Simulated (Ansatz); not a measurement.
C3H7GaO, SMILES `C=[C](O)[GaH][CH3]` at its PBE0-D4/def2-TZVP geometry, where that method's forces vanish. Charge 0, multiplicity 1.

```xyz
12

C    -1.1585   -0.1195    1.9620
C    -0.3966    0.3320    0.9613
O     0.1497    1.5804    0.9454
Ga    0.0060   -0.8007   -0.6029
C     1.1143   -0.1338   -2.0768
H    -1.3971    0.4838    2.8382
H    -1.5678   -1.1206    1.9261
H    -0.1028    2.0535    1.7487
H    -0.6243   -2.2406   -0.5726
H     0.5168   -0.0608   -2.9901
H     1.9348   -0.8243   -2.2873
H     1.5257    0.8506   -1.8518
```

Question: What forces (eV/Å) does PBE-D4/def2-TZVPP give on these atoms in the Gaussian-basis code of Ansatz? (Estimate.)

Answer: Computed: 
```
C1  -0.249 -0.193  0.290
C2   0.126 -0.115 -0.301
O3   0.369  0.236 -0.476
Ga4 -0.024 -0.076 -0.015
C5  -0.009  0.008  0.036
H6  -0.053  0.126  0.190
H7  -0.096 -0.208  0.010
H8  -0.136  0.246  0.426
H9  -0.040 -0.081  0.008
H10 -0.115  0.007 -0.172
H11  0.150 -0.135 -0.040
H12  0.077  0.186  0.043
```
